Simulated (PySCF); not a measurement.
A structure optimised at PBE0-D3(BJ)/def2-SVP, used in a PySCF frequency run:

```xyz
6

Al     0.0011     0.4154     0.0000
Cl    -0.0328    -1.6739     0.0000
O     -1.4818     1.2206     0.0000
H     -1.5792     2.1739     0.0000
O      1.4556     1.2783     0.0000
H      2.3321     0.8913     0.0000
```
Charge 0, spin multiplicity 1.

### Question
Write its SMILES, formula and point group.

### Answer
[OH][Al]([OH])[Cl], AlClH2O2, Cs

### Question
What are its rotational constants (standard atomic weights)?

### Answer
6.5605, 3.1728, 2.1386 GHz
